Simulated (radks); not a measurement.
Values are calculated unless marked as measured or tabulated.
Question: Mean orbital radii <r> (bohr) of neutral thulium, [Xe] 4f13 6s2, of relativity; Dirac values are averaged over j with weights 2j + 1. Spin-unpolarised spherical Kohn-Sham, LDA (Slater exchange, Perdew-Wang correlation), point nucleus unless stated (finite: rms radius 5.2256 fm), a radial shooting solver on a logarithmic mesh with Libxc functionals. A level marked "c x" has the speed of light scaled by that factor and shares open shells by 2j + 1; other Dirac levels either fill j = l - 1/2 first or share by 2j + 1.

| shell | non-rel. |
|---|---|
| 3s | 0.2386 |
| 3p | 0.2283 |
| 3d | 0.2012 |
| 4s | 0.5368 |
| 4p | 0.5472 |
| 4d | 0.5742 |
| 5s | 1.341 |
| 5p | 1.530 |
| 4f | 0.7649 |
| 6s | 4.224 |
| 5d (empty) | 3.178 |
| 6p (empty) | 5.731 |

Give the values at the level "Dirac, low j first".

Answer: 
shell       Dirac, low j first  change of magnitude (%)
3s                      0.2207                    -7.48
3p                      0.2197                    -3.79
3d                      0.1999                    -0.63
4s                      0.4980                    -7.22
4p                      0.5278                    -3.56
4d                      0.5722                    -0.35
5s                       1.231                    -8.24
5p                       1.473                    -3.68
4f                      0.8131                    +6.29
6s                       3.917                    -7.27
5d (empty)               3.610                   +13.58
6p (empty)               5.732                    +0.01
